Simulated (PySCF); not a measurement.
# Calcium: a sound run and one with changed settings

Sound run: Ca [Ar] 4s2, Ca⁺ [Ar] 4s1. All numbers are calculated (PySCF 2.14, scalar relativity by spin-free X2C-1e, in cc-pVTZ-X2C). In the sound run the correlated levels freeze [Ar]. The sound run starts from symmetry-adapted Hartree-Fock orbitals and uses a fine grid where one is needed.

Changed run: no relativity, point nucleus. This setting is unsound on purpose.

```json
{"species": "Ca", "method": "UHF", "sound run (hartree)": "-679.63672", "changed run (hartree)": "-675.99167", "converged": "yes"}
{"species": "Ca", "method": "M06-L", "sound run (hartree)": "-680.42372", "changed run (hartree)": "-676.77899", "converged": "yes"}
{"species": "Ca", "method": "BP86", "sound run (hartree)": "-680.53518", "changed run (hartree)": "-676.89115", "converged": "yes"}
{"species": "Ca", "method": "MP2", "sound run (hartree)": "-679.65668", "changed run (hartree)": "-676.01166", "converged": "yes"}
{"species": "Ca", "method": "CCSD(T)", "sound run (hartree)": "-679.66536", "changed run (hartree)": "-676.02044", "converged": "yes"}
{"species": "Ca⁺", "method": "UHF", "sound run (hartree)": "-679.44778", "changed run (hartree)": "-675.80348", "converged": "yes"}
{"species": "Ca⁺", "method": "M06-L", "sound run (hartree)": "-680.19904", "changed run (hartree)": "-676.55491", "converged": "no"}
{"species": "Ca⁺", "method": "BP86", "sound run (hartree)": "-680.30708", "changed run (hartree)": "-676.66387", "converged": "yes"}
```

Ionisation energy of Ca:

```csv
method,sound run (eV),changed run (eV)
UHF,5.141,5.121
BP86,6.207,6.185
MP2,5.684,5.665
SCS-MP2,5.793,5.774
CCSD,5.920,5.904
CCSD(T),5.920,5.904
CCSDT,5.920,5.904
FCI,5.920,5.904
```

Most of the change in total energy is the relativistic energy itself. On top of that the contraction fixes the core shape for the Hamiltonian it was made with, so the changed run is not a good calculation with the other Hamiltonian either.

For comparison, NIST gives 6.113 eV between the lowest levels.
